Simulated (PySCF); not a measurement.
C2H4F2OSi, SMILES FC1(F)OC[SiH2]1. Atoms are numbered in the order given.

```xyz
10

F      0.2049    -1.4327    -1.0824
C      0.0347    -0.6353     0.0000
F      0.2049    -1.4327     1.0824
O     -1.2420    -0.0925     0.0000
C     -1.0386     1.3497     0.0000
Si     0.8610     1.1161     0.0000
H     -1.4937     1.8001    -0.8963
H     -1.4937     1.8001     0.8963
H      1.6018     1.5084    -1.2278
H      1.6018     1.5084     1.2278
```
Charge 0, spin multiplicity 1.

Geometry optimised at B3LYP-D3(BJ)/def2-SVP. The structure was generated by enumeration, and PubChem lists no compound with its InChIKey, so it may never have been made.

Calculation: PBE/def2-TZVP in PySCF.

Symmetry labels are those of the subgroup Cs that the program uses (full group Cs).

Computed valence orbital energies around the gap with their symmetry:
```csv
orbital,symmetry,energy (eV)
HOMO−7,A',-10.86
HOMO−6,A',-10.06
HOMO−5,A",-10.04
HOMO−4,A",-9.43
HOMO−3,A",-8.95
HOMO−2,A',-7.73
HOMO−1,A",-7.17
HOMO,A',-7.16
LUMO,A',-1.53
LUMO+1,A',-0.28
LUMO+2,A",-0.14
LUMO+3,A',0.56
```
